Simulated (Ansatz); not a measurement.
One change: `O=C[SiH](O)CF` becomes `O[SiH](Cl)CF`.

Ansatz, PBE0-D4/def2-TZVP geometries, multiplicity 1. Each molecule was computed in one conformer, which needn't be the lowest.

| property | `O=C[SiH](O)CF` |
| --- | --- |
| size of the dipole moment (ωB97M-V/def2-TZVPP) / D | 0.60 |
| LUMO energy (B3LYP/def2-TZVPP) / eV | -2.17 |
| HOMO energy (PBE0/def2-TZVPP) / eV | -7.37 |
| LUMO energy (ωB97M-V/def2-TZVPP) / eV | 0.38 |
| LUMO energy (PBE0/def2-TZVPP) / eV | -1.90 |
| HOMO–LUMO gap (PBE/def2-TZVPP) / eV | 2.84 |

(1) Give the same properties after the change, and the shifts. (Estimate.)

Results:

(1) The calculation gave: 
| property | `O[SiH](Cl)CF` | shift |
| --- | --- | --- |
| size of the dipole moment (ωB97M-V/def2-TZVPP) / D | 1.42 | 0.82 |
| LUMO energy (B3LYP/def2-TZVPP) / eV | -0.26 | 1.91 |
| HOMO energy (PBE0/def2-TZVPP) / eV | -8.61 | -1.24 |
| LUMO energy (ωB97M-V/def2-TZVPP) / eV | 1.77 | 1.39 |
| LUMO energy (PBE0/def2-TZVPP) / eV | 0.01 | 1.91 |
| HOMO–LUMO gap (PBE/def2-TZVPP) / eV | 6.19 | 3.35 |

With PBE0 the HOMO falls by 1.24 eV and the LUMO rises by 1.91 eV, so the gap widens by about 3.15 eV. PBE moves the HOMO by -1.25 eV and ωB97M-V by -1.19 eV. Dipoles are sizes alone; their direction can turn.

B3LYP here is the variant with VWN-RPA as its local correlation; programs differ in this.
